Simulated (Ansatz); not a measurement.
Ansatz (a quantum-chemistry and plane-wave program) job for C2H6F2OSi, SMILES FC(F)(OC)[SiH3], PBE/def2-SVPD. The structure is a stationary point at B3LYP-D3(BJ)/def2-SVP. The structure was generated by enumeration, and PubChem lists no compound with its InChIKey, so it may never have been made. Other conformers were not sampled.

Ansatz 0.2 input:
```yaml
crystal:
  periodic: [false, false, false]
  atoms:
    - {symbol: C, position_ang: [2.28455526, -0.25469002, 0.29875598]}
    - {symbol: O, position_ang: [1.06601345, -0.34803644, -0.44693982]}
    - {symbol: C, position_ang: [-0.06045667, 0.07707090, 0.17077871]}
    - {symbol: F, position_ang: [0.06564040, 1.39293931, 0.55996056]}
    - {symbol: F, position_ang: [-0.25965941, -0.61263848, 1.34696302]}
    - {symbol: Si, position_ang: [-1.57794616, -0.13596571, -0.99946741]}
    - {symbol: H, position_ang: [2.23133385, -0.86783753, 1.21096822]}
    - {symbol: H, position_ang: [3.07539087, -0.63570560, -0.35844367]}
    - {symbol: H, position_ang: [2.49709820, 0.79058320, 0.56916173]}
    - {symbol: H, position_ang: [-2.78316546, 0.34536229, -0.27430593]}
    - {symbol: H, position_ang: [-1.71139314, -1.57738005, -1.33643113]}
    - {symbol: H, position_ang: [-1.34454635, 0.67579664, -2.22240731]}
basis:
  gaussian:
    orbitals: def2-SVPD
hamiltonian:
  xc: {name: PBE}
```

Program output:

```
WARN ansatz: RAYON_NUM_THREADS=2 ignored (pool sized by the plan → 2); use --threads N
Functional definition: PBE
integrals: 0.12 GiB planned
1505 factors; their error is unknown
mean field: 0.82 GiB planned
mean field evaluation 1: about -17500.7680 eV, gradient 5.4e1 eV
mean field evaluation 2: about -17490.5237 eV, gradient 9.1e1 eV
mean field evaluation 4: about -17506.5279 eV, gradient 6.5e0 eV
mean field evaluation 8: about -17506.5294 eV, gradient 2.5e-1 eV
mean field evaluation 16: about -17506.5295 eV, gradient 5.5e-5 eV
mean field -17506.52954011 eV, -643.3530942472 hartree, gradient 5.5e-5 eV, S^2 0.000000; 0 other end points of the search recorded, 0 dependent functions left out
reference -17506.52958919 eV, -643.3530960509 hartree; 29, 29 occupied and 152, 152 virtual orbitals, 1505 factors
Total energy: -17506.52958919 eV, -643.3530960509 hartree
```

The calculation finished and met its thresholds.

Cost: about 4 core-seconds (a rough figure).
